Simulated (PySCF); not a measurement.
## Ni⁺ (nickel, charge +1) across methods

[Ar] 3d9, 2D determinant. All numbers are calculated (PySCF 2.14, the spin-free X2C one-electron Hamiltonian (Gaussian nucleus), in x2c-QZVPPall (11s7p6d4f2g, 108 functions)).

```tsv
method	E (hartree)	mean ε 3p β (eV)	mean ε 3d α (eV)	mean ε 3d β (eV)	Σ⟨r²⟩ (bohr²)	⟨S²⟩
PBE0	-1520.079	-78.599	-15.579	-14.532	19.99	0.758
r2SCANh	-1520.259	-77.562	-14.491	-13.433	20.09	0.811
BHandHLYP	-1520.266	-83.033	-17.819	-16.665	19.73	0.751
UHF	-1518.83470	-91.035	-21.504	-19.940	19.18	0.753
LDA	-1517.558	-74.219	-13.788	-12.835	20.41	0.763
B97-3	-1520.162	-78.895	-15.698	-14.673	19.94	0.751
PBE	-1520.084	-74.342	-13.593	-12.680	20.55	0.820
```
